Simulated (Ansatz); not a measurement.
Ansatz results at the PBE0-D4/def2-TZVP geometry: size of the dipole moment (B3LYP/def2-TZVPP) 3.21 D; HOMO energy (PBE/def2-TZVPP) -6.80 eV; LUMO energy (PBE0/def2-TZVPP) -1.22 eV.

Each molecule was computed in one conformer, which needn't be the lowest.

Q: Which molecule gave them?
A. `[F][Hf]([F])([F])[c]1ccccc1`
B. `[SH][Hf]([SH])([SH])[SH]`
C. `C[O][Hf]([F])([c]1ccccc1)[N](C)C`
D. `C#[C][Hf]([OH])([OH])[Cl]`

A: D. The others give `[SH][Hf]([SH])([SH])[SH]`: 0.00, -6.75, -1.99; `[F][Hf]([F])([F])[c]1ccccc1`: 1.94, -6.66, -1.54; `C[O][Hf]([F])([c]1ccccc1)[N](C)C`: 2.42, -5.24, -0.70.

B3LYP here is the variant with VWN-RPA as its local correlation; programs differ in this.
